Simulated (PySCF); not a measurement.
## AsHF + N₂ → AsN₂ + HF

Level: PBE0 in the def2-TZVP basis family, all electrons, no relativity, computed in PySCF with density fitting; open shells unrestricted.

```csv
species,state and structure,E (Eh),ZPE (kJ/mol),H(298 K) − H(0) (kJ/mol),S° (J/(mol K))
AsHF,"doublet, Cs, As–F 1.747 Å, As–H 1.536 Å; F–As–H 94.2°",-2335.97851,21.9,10.4,257.7
N₂,"singlet, D∞h, N–N 1.089 Å",-109.44629,14.9,8.7,191.4
AsN₂,"quartet, C2v, As–N 1.778 Å (×2); N–As–N 100.9°",-2344.82499,9.0,12.0,279.8
HF,"singlet, C∞v, H–F 0.920 Å",-100.39188,24.9,8.7,173.6
```

Q: What is the electronic reaction energy?

A: At PBE0/def2-TZVP, ΔE = 545.9 kJ/mol from the differences of the total energies times 2625.5, uphill. 

Q: Add zero-point, thermal and entropy terms for 298.15 K and 1 bar.

A: ΔZPE = -2.9 and Δ[H(298) − H(0)] = 1.6 kJ/mol give ΔH° = 544.6 kJ/mol. ΔS° = 4.3 J/(mol K), so ΔG° = 544.6 − 298.15 × (0.0043) = 543 kJ/mol.

Some spin contamination: AsN₂ (⟨S²⟩ 3.95). Each species is the lowest minimum found with this bonding; other isomers or fragments can lie lower.
